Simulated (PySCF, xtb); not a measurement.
Zn(NH2)(SH) (H3NSZn), SMILES [NH2][Zn][SH].

GFN2-xTB (xtb 6.7.1) at its own geometry gives an orbital gap of 3.15 eV and a dipole moment of 4.04 D.

Geometry: B3LYP-D3(BJ)/def2-TZVP. Other conformers were not sampled.

Question: What does PBE0/def2-TZVPD run with PySCF give? (Estimate from the structure and the level; the computed values follow.)

Answer: gap 6.31 eV (levels -7.16 and -0.85 eV), dipole 2.01 D.
